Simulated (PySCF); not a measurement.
Compound: C7H10NO (charge +1).
Z-matrix (Å and degrees, PBE0-D3(BJ)/def2-SVP geometry), rows numbered from 1:
```
C 
C   1  1.3418
C   2  1.4376  1  122.18
O   3  1.3178  2  122.23  1     0.60
C   4  1.3585  3  108.68  2  -179.72
C   5  1.3495  4  108.11  3    -0.07
N   3  1.3302  2  128.75  1  -179.49
C   7  1.4686  3  126.75  2     2.63
C   8  1.5154  7  112.41  3    85.70
H   1  1.0935  2  121.88  3     0.11
H   1  1.0921  2  120.44  3  -179.93
H   2  1.0918  1  121.30  3  -179.79
H   5  1.0866  4  117.54  3  -179.82
H   6  1.0873  5  131.36  4  -179.74
H   8  1.0987  7  106.14  3  -151.88
H   8  1.0988  7  107.35  3   -38.12
H   9  1.0991  8  109.20  7   178.92
H   9  1.0996  8  111.49  7    59.82
H   9  1.1000  8  111.67  7   -61.78
```

Level: wB97X-D/def2-SVPD in PySCF, non-relativistic, on one gas-phase PBE0-D3(BJ)/def2-SVP geometry that isn't relaxed in the solvent. The solvent is an IEF-PCM continuum (Bondi radii, 1.10 Å for H, scaled by 1.2). Only the electrostatic response of the medium enters.

Gas phase at wB97X-D/def2-SVPD: HOMO -13.58 eV, LUMO -4.77 eV.

Question: What does the continuum do to the energy and the frontier levels at wB97X-D/def2-SVPD in chloroform?

Answer: 
| solvent | ε | E(solvent) − E(gas) (kcal/mol) | polarisation term (kcal/mol) | distortion of the solute (kcal/mol) | HOMO (eV) | LUMO (eV) |
| --- | --- | --- | --- | --- | --- | --- |
| chloroform | 4.711 | -40.43 | -40.84 | 0.41 | -10.35 | -1.56 |

The first energy column is the sum of the next two and covers electrostatics alone.

Question: Which radius a makes Born's formula ΔE = −(q²/2a)(1 − 1/ε) give the value in chloroform?

Answer: a = q²(1 − 1/ε)/(2|ΔE|) = 3.23 Å, with q = +1 e and |ΔE| = 0.0644 Eh; the farthest nucleus lies 3.94 Å from the centroid of the nuclei. The formula assumes a point charge at the centre of a sphere.

Question: How does the static polarisability (wB97X-D/def2-SVPD, frozen core, with the continuum's full static response) change?

Answer: 
```json
{"medium": "gas", "isotropic (au)": "90.4", "principal values (au)": "59.1, 91.8, 120.3", "⟨r²⟩ of the electrons (bohr²)": "1203.2"}
{"medium": "chloroform", "isotropic (au)": "113.4", "principal values (au)": "73.2, 113.1, 153.9", "⟨r²⟩ of the electrons (bohr²)": "1204.8"}
```

The isotropic value in chloroform is 1.25 times the gas-phase one; no cavity-field correction is applied. ⟨r²⟩ is taken about the centre of nuclear charge.

Hardware: an Arm Neoverse V1 with one thread, on a shared host. Cost: 64 s. This is the whole response run at wB97X-D/def2-SVPD in chloroform, SCF included.

Note: wB97X-D ran without an empirical dispersion term, which enters the total energy and its gradient alone.
